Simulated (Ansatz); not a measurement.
Gas-phase electronic energies from Ansatz, PBE0-D4/def2-TZVP geometries. CCSD(T)/CBS is the MP2 limit (def2-TZVPP, def2-QZVPP) plus CCSD(T) − MP2 in def2-TZVPP, frozen cores. Functionals use def2-TZVPP. B3LYP here is the variant with VWN-RPA as its local correlation; programs differ in this. Each species was taken in one conformer, which may not be the lowest.

Consider the redistribution: `C[NH][AlH2]` + `C=C1S[SiH]1Cl` → `C[NH][AlH][Cl]` + `C=C1[SiH2]S1`.

Q: Is it downhill or uphill in electronic energy at CCSD(T)/CBS, and by how much? (Best estimate.)

A: The calculation gave: Downhill: ΔE = -74.8 kJ/mol.

Q: What do these levels give: LDA (SPW92), PBE0-D4, B3LYP-D4, r2SCAN0-D4, revPBE, PBE0, RPA@PBE/def2-TZVPP, CCSD/def2-SVP, CCSD(T)/def2-SVP, HF/def2-TZVPP, SCS-MP2/def2-TZVPP, CCSD(T)/def2-TZVPP? (Best estimate.)

A: Computed: LDA (SPW92) -66.9, PBE0-D4 -70.9, B3LYP-D4 -71.4, r2SCAN0-D4 -75.3, revPBE -68.2, PBE0 -72.1, RPA@PBE/def2-TZVPP -71.6, CCSD/def2-SVP -81.9, CCSD(T)/def2-SVP -80.0, HF/def2-TZVPP -82.0, SCS-MP2/def2-TZVPP -73.9, CCSD(T)/def2-TZVPP -74.6 kJ/mol.

Largest T1 diagnostic among the species: 0.014.

At CCSD(T), def2-SVP lies −5.2 kJ/mol from the extrapolated value and def2-TZVPP +0.2 kJ/mol. Leaving LDA and LC-ωPBE aside and taking each functional with its dispersion term where it has one, the values, not all of them listed here, spread over 14.2 kJ/mol, from BHLYP-D4 to B97M-V. From PBE to PBE0 (25 % exact exchange), in def2-TZVPP and without D4, ΔE moves by −4.0 kJ/mol.
